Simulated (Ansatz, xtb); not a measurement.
Relative energy of two isomers of C6H7FO

We compare I, `C/C=C(F)/C=C/C=O`, a singlet, with II, `C=C/C(F)=C/C=C\O`, a singlet. Both are isolated molecules in the gas phase, relaxed with PBE0-D3(BJ)/def2-SVP; the shapes shown needn't be the lowest conformers.

I (Å):

```yaml
atoms:
  - { symbol: C, position_ang: [-1.9508, -1.8197, -2.2206] }
  - { symbol: C, position_ang: [-1.9755, -1.1061, -0.9183] }
  - { symbol: C, position_ang: [-0.9850, -1.1233, -0.0101] }
  - { symbol: C, position_ang: [-1.0049, -0.4320, 1.2565] }
  - { symbol: C, position_ang: [-0.0066, -0.4552, 2.1620] }
  - { symbol: C, position_ang: [-0.1234, 0.2819, 3.4220] }
  - { symbol: F, position_ang: [0.1300, -1.8227, -0.2521] }
  - { symbol: O, position_ang: [0.7235, 0.3105, 4.2810] }
  - { symbol: H, position_ang: [-2.7868, -2.5352, -2.2923] }
  - { symbol: H, position_ang: [-1.0105, -2.3682, -2.3606] }
  - { symbol: H, position_ang: [-2.0716, -1.1129, -3.0583] }
  - { symbol: H, position_ang: [-2.8583, -0.5156, -0.6581] }
  - { symbol: H, position_ang: [-1.9119, 0.1451, 1.4678] }
  - { symbol: H, position_ang: [0.9133, -1.0193, 1.9875] }
  - { symbol: H, position_ang: [-1.0902, 0.8409, 3.5420] }
```

II (Å):

| atom | x (Å) | y (Å) | z (Å) |
| --- | --- | --- | --- |
| C | 2.3746 | -1.0328 | -0.4707 |
| C | 1.0839 | -1.0154 | -0.1066 |
| C | 0.2213 | 0.1372 | -0.2281 |
| C | -1.0821 | 0.1958 | 0.1262 |
| C | -1.9154 | 1.3617 | -0.0075 |
| C | -3.2186 | 1.4343 | 0.3402 |
| F | 0.8030 | 1.2279 | -0.7435 |
| O | -3.9787 | 0.4630 | 0.8648 |
| H | 2.9809 | -1.9332 | -0.3564 |
| H | 2.8514 | -0.1448 | -0.8916 |
| H | 0.6133 | -1.9091 | 0.3141 |
| H | -1.4888 | -0.7327 | 0.5396 |
| H | -1.4615 | 2.2624 | -0.4232 |
| H | -3.7882 | 2.3581 | 0.2090 |
| H | -3.4572 | -0.3415 | 0.9704 |

Energies in hartree; the thermal terms are from GFN2-xTB frequencies at re-optimised GFN2-xTB minima (ideal gas, soft modes damped towards free rotors, one conformer each, 298.15 K, 1 atm) and include the zero-point energy:

|  | I | II |
| --- | --- | --- |
| E, CCSD(T)/def2-SVP | −406.484858 | −406.465167 |
| E, MP2/def2-SVP | −406.385851 | −406.365639 |
| E, MP2/def2-TZVPP | −407.139609 | −407.124893 |
| zero-point energy | 0.111594 | 0.112128 |
| H(298 K) − E | 0.121532 | 0.121697 |
| G(298 K) − E | 0.077510 | 0.078567 |

Problem. Correct the CCSD(T) difference for the basis set by the MP2 change, then work out ΔE, ΔE₀, ΔH and ΔG for I → II in kJ/mol (1 Eh = 2625.50 kJ/mol) and the equilibrium ratio [II]/[I].

Solution. 1. Differences II − I: CCSD(T) +0.019691, MP2 in the small set +0.020212, MP2 in the large set +0.014716 Eh.
2. ΔE = +0.019691 + (+0.014716 − (+0.020212)) = +0.014195 Eh = +37.27 kJ/mol.
3. ΔE₀ = ΔE + ΔZPE = +0.014195 + (+0.000534) Eh = +38.67 kJ/mol.
4. ΔH = ΔE + (+0.000165) Eh = +37.70 kJ/mol.
5. ΔG = ΔE + (+0.001057) Eh = +40.04 kJ/mol, so ΔS = (ΔH − ΔG)/T = −7.9 J/(mol K).
6. kT = 0.9442 mEh, so K = [II]/[I] = exp(−ΔG/kT) = exp(−16.15) ≈ 9.7 × 10^−8.

Structure I is favoured at this temperature. An error of 4 kJ/mol in ΔG would change K by a factor of 5. The basis-set step is large, which makes the value less sure. Mirror images and further conformers aren't counted.

As drawn, II has 1 C=C, 1 C–O, 1 O–H in place of 1 C–C, 1 C=O, 1 C–H.

Other levels gave ΔE = +15.9 (GFN2-xTB); +74.8 (HF/STO-3G, GFN2-xTB geometries); +39.3 (r2SCAN-D4/def2-SVP, GFN2-xTB geometries); +39.7 (PBE0-D3(BJ)/def2-SVP); +54.5 (HF/def2-SVP); +53.1 (MP2/def2-SVP); +51.7 (CCSD(T)/def2-SVP) kJ/mol. The correlated steps freeze 8 core orbitals. Programs: Ansatz 0.2.0, xtb 6.7.1.
